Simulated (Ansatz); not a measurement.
Relaxation of BH6NOSi (10 atoms, charge 0, multiplicity 1), to a largest force component of 0.015 eV/Å in at most 40 steps.

Level of theory: Ansatz 0.2.0, RKS LDA/cc-pVDZ.

```xyz
10
Properties=species:S:1:pos:R:3:forces:R:3
B -1.639 0.997 0.083 -0.87 -1.25 -0.58
O -1.038 -0.263 0.190 0.00 1.70 -0.30
Si 0.602 0.036 -0.119 1.92 -1.85 0.66
N 1.612 -1.494 0.013 0.59 1.92 0.53
H -1.831 1.714 1.010 0.20 0.32 0.99
H -2.128 1.407 -0.970 0.29 -0.29 -0.19
H 1.192 0.982 0.895 -0.28 0.18 0.16
H 0.856 0.608 -1.463 -0.31 0.22 -0.54
H 2.084 -1.527 -0.916 -0.15 -0.33 0.21
H 2.428 -1.206 0.671 -1.41 -0.62 -0.93
```

Task: Where does it end, and by what steps?

Result: The forces met the threshold. The force dipped under the threshold on the way, but the program's further checks kept it going. After 22 steps the energy has fallen by 1.127 eV; H5 moved furthest, 1.13 Å.

| step | energy less start (eV) | largest force component (eV/Å) | accepted |
| --- | --- | --- | --- |
| 0 | 0.0000 | 1.924 | yes |
| 1 | -0.3257 | 1.458 | yes |
| 2 | -0.5112 | 1.068 | yes |
| 3 | -0.7031 | 0.561 | yes |
| 4 | -0.8080 | 0.392 | yes |
| 5 | -0.8589 | 0.272 | yes |
| 6 | -0.8406 | 1.220 | no |
| 7 | -0.8850 | 0.201 | yes |
| 8 | -0.9104 | 0.287 | yes |
| 9 | -0.9215 | 0.283 | yes |
| 10 | -0.9314 | 0.184 | yes |
| 11 | -0.9444 | 0.187 | yes |
| 12 | -0.9481 | 0.857 | yes |
| 13 | -1.0258 | 0.631 | yes |
| 14 | -1.0915 | 0.423 | yes |
| 15 | -1.1016 | 0.405 | yes |
| 16 | -1.1161 | 0.245 | yes |
| 17 | -1.1256 | 0.053 | yes |
| 18 | -1.1269 | 0.022 | yes |
| 19 | -1.1272 | 0.010 | yes |
| 20 | -1.1273 | 0.014 | yes |
| 21 | -1.1269 | 0.072 | no |
| 22 | -1.1273 | 0.006 | yes |

```xyz
10
Properties=species:S:1:pos:R:3
B -1.677 0.865 0.139
O -0.475 0.550 0.657
Si 1.020 0.399 -0.180
N 1.699 -1.179 -0.116
H -2.627 0.916 0.908
H -1.793 1.085 -1.066
H 1.950 1.331 0.543
H 0.757 0.752 -1.621
H 1.255 -1.930 -0.658
H 2.027 -1.536 0.789
```

The run took 45 s on 1 thread of Arm Neoverse V2 (shared host), peak memory 0.26 GiB.
